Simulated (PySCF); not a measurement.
PBE0-D3(BJ)/def2-SVP geometry optimisation, IEF-PCM water with PySCF 2.14 and geomeTRIC: [CuF6]3-, charge -3, multiplicity 3. Start (model start, shaken):

```
7

Cu    0.0000    0.0045   -0.0041
F    -0.0134   -0.0068    1.8251
F     0.0009    0.0201   -1.8474
F     1.8307    0.0073    0.0053
F    -1.8384   -0.0140   -0.0004
F     0.0104    1.8198   -0.0069
F    -0.0285   -1.8593   -0.0276
```

| step | E − E(start) / kcal mol⁻¹ | largest force / Eh bohr⁻¹ |
| --- | --- | --- |
| 0 | 0.00 | 0.03540 |
| 1 | -9.13 | 0.00991 |
| 2 | -10.01 | 0.00348 |
| 3 | -10.17 | 0.00407 |
| 4 | -10.61 | 0.00190 |
| 5 | -10.56 | 0.00313 |
| 6 | -10.79 | 0.00195 |
| 7 | -10.92 | 0.00040 |
| 8 | -10.93 | 0.00070 |
| 9 | -10.96 | 0.00043 |
| 10 | -10.99 | 0.00047 |
| 11 | -10.47 | 0.00207 |
| 12 | -10.99 | 0.00093 |
| 13 | -11.00 | 0.00070 |
| 14 | -11.02 | 0.00040 |
| 15 | -11.02 | 0.00022 |

The optimisation met its thresholds. End point:

```
7

Cu   -0.0055   -0.0044   -0.0084
F     0.0128   -0.4885    1.8652
F    -0.0234    0.4814   -1.8809
F     1.9251    0.0121   -0.0232
F    -1.9360   -0.0210    0.0065
F    -0.0181    1.8694    0.4768
F     0.0068   -1.8774   -0.4919
```

Metal–donor distances, start → end: F2 1.829 → 1.935 Å, F3 1.843 → 1.935 Å, F4 1.831 → 1.931 Å, F5 1.839 → 1.931 Å, F6 1.815 → 1.936 Å, F7 1.864 → 1.935 Å.

No frequencies were computed, so the end point may be a saddle point.

The job took 3.6 min on one thread of Arm Neoverse V1 (shared host), with 115 basis functions and a peak of 0.76 GiB, launched as `OMP_NUM_THREADS=1 python lf_run.py task.json out`.
